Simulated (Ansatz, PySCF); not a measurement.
Gas-phase reaction in SMILES: C(=O)[NH] -> [NH-]C=O (an electron is taken up)

Quantity: adiabatic electron affinity (0 K, with zero-point energies), in eV. Positive where the reaction releases energy. Conventions: 6-31G* and kin with 6d, 5d where marked; dispersion terms only where a functional's name holds one; non-relativistic; LANL2DZ all-electron up to Ne; valence correlation only; 6-311+G** with 5d; no spin-orbit coupling; open shells spin-unrestricted. CBS marks a two-point X^-3 extrapolation of the correlation energy; Hartree-Fock from the larger set. [CCSD(T)-MP2]/basis is that difference in the basis named. First-principles rows: single points at B3LYP-D3(BJ) geometries (Ansatz, a first-principles code), with unscaled harmonic terms from B3LYP/6-31G* at its own minima. Anions need diffuse functions, which STO-3G, LANL2DZ, def2-SVP, cc-pVDZ and Pople sets without + lack. A UHF reference is markedly spin-contaminated in at least one set, which strains HF and MP2.

Coupled cluster (Ansatz) is a level with limits of its own, used here on species with T1 under 0.025 (0.045 for open shells) and stable references: RI-MP2/CBS(aug-cc-pVTZ,aug-cc-pVQZ)+[CCSD(T)-MP2]/aug-cc-pVTZ.

Value to compare with, RI-MP2/CBS(aug-cc-pVTZ,aug-cc-pVQZ)+[CCSD(T)-MP2]/aug-cc-pVTZ (Ansatz): 2.85 eV.

```json
[
 {"level": "HF/6-31G*", "program": "Ansatz", "adiabatic electron affinity (0 K, with zero-point energies) (eV)": "0.60", "difference": "-2.25"},
 {"level": "PBE/def2-SVP", "program": "Ansatz", "adiabatic electron affinity (0 K, with zero-point energies) (eV)": "2.07", "difference": "-0.78"},
 {"level": "BP86/6-31G* (5d)", "program": "PySCF", "adiabatic electron affinity (0 K, with zero-point energies) (eV)": "2.08", "difference": "-0.77"},
 {"level": "B3LYP/3-21G", "program": "Ansatz", "adiabatic electron affinity (0 K, with zero-point energies) (eV)": "1.46", "difference": "-1.39"},
 {"level": "B3LYP/6-31G*", "program": "Ansatz", "adiabatic electron affinity (0 K, with zero-point energies) (eV)": "1.98", "difference": "-0.87"},
 {"level": "M06-2X/6-311+G**", "program": "PySCF", "adiabatic electron affinity (0 K, with zero-point energies) (eV)": "2.78", "difference": "-0.07"},
 {"level": "MP2/LANL2DZ", "program": "Ansatz", "adiabatic electron affinity (0 K, with zero-point energies) (eV)": "2.03", "difference": "-0.82"},
 {"level": "r2SCAN-D4/def2-TZVPD", "program": "Ansatz + dftd4", "adiabatic electron affinity (0 K, with zero-point energies) (eV)": "2.59", "difference": "-0.26"},
 {"level": "B3LYP/def2-TZVPD", "program": "Ansatz", "adiabatic electron affinity (0 K, with zero-point energies) (eV)": "2.76", "difference": "-0.09"},
 {"level": "B2PLYP-D3(BJ)/def2-TZVPD", "program": "Ansatz + dftd3", "adiabatic electron affinity (0 K, with zero-point energies) (eV)": "2.73", "difference": "-0.12"}
]
```

Among the 7 habitual levels, HF/6-31G* lies farthest from RI-MP2/CBS(aug-cc-pVTZ,aug-cc-pVQZ)+[CCSD(T)-MP2]/aug-cc-pVTZ (Ansatz) (-2.25 eV) and M06-2X/6-311+G** nearest (-0.07); 0 of 7 lie above it, and their mean absolute difference is 0.99 eV, the median 0.82. One case shows no general order.

The levels are drawn from those run, B3LYP/6-31G* more often than the rest, none by its result; runs whose electronic state is in doubt are left out.
